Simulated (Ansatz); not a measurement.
The same molecule with X = F, Cl, Br. Ansatz, PBE0-D4/def2-TZVP geometries, multiplicity 1. Each molecule was computed in one conformer, which needn't be the lowest.

Scalar relativity is left out up to krypton.

```tsv
X	molecule	mean X–Si bond length / Å	LUMO energy (B3LYP/def2-TZVPP) / eV	HOMO–LUMO gap (PBE/def2-TZVPP) / eV	LUMO energy (PBE0/def2-TZVPP) / eV
F	`F[SiH2]N[SiH3]`	1.601	-0.22	5.93	0.01
Br	`[SiH3]N[SiH2]Br`	2.235	-0.37	5.63	-0.16
```

Problem. Give the row for X = Cl, `[SiH3]N[SiH2]Cl`. (Best estimate.)

Solution. Computed: 
```
 X           molecule  mean X–Si bond length / Å  LUMO energy (B3LYP/def2-TZVPP) / eV  HOMO–LUMO gap (PBE/def2-TZVPP) / eV  LUMO energy (PBE0/def2-TZVPP) / eV
Cl  `[SiH3]N[SiH2]Cl`                      2.065                                -0.31                                 5.74                               -0.10
```

From F to Br the mean X–Si bond length rises at each step, by 0.634 Å in all; the LUMO energy (B3LYP/def2-TZVPP) falls at each step, by 0.15 eV in all; the HOMO–LUMO gap (PBE/def2-TZVPP) falls at each step, by 0.30 eV in all; the LUMO energy (PBE0/def2-TZVPP) falls at each step, by 0.17 eV in all. Bonds lengthen as the atom grows down the group.

B3LYP here is the variant with VWN-RPA as its local correlation; programs differ in this.

Spin–orbit coupling is left out; it splits and shifts lone-pair levels of the heavy atoms by tenths of an eV.
